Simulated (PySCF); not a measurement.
GeI₂, SMILES [I][Ge][I] (connectivity only; charge and spin as stated), neutral, multiplicity 1. Atoms are numbered in the order given.

```xyz
3

Ge     0.0000     0.0000     1.2281
I      0.0000     2.0072    -0.3708
I      0.0000    -2.0072    -0.3708
```
Charge 0, spin multiplicity 1.

The structure is a stationary point at r2SCAN-D4/def2-SVP. The isomer is the one that the SMILES or the coordinates give; other isomers of the formula were not compared. The def2 effective core potentials stand for the cores of I; spin–orbit coupling is left out.

All values below come from r2SCAN-D4/def2-SVP (PySCF).

Frequencies are harmonic and unscaled.

```csv
mode,ν (cm⁻¹),IR (km/mol),moving atoms (share of kinetic energy)
1,76,0.1,"I 85 %, Ge 15 %"
2,232,64.2,"Ge 68 %, I 32 %"
3,232,13.7,"Ge 62 %, I 38 %"
```
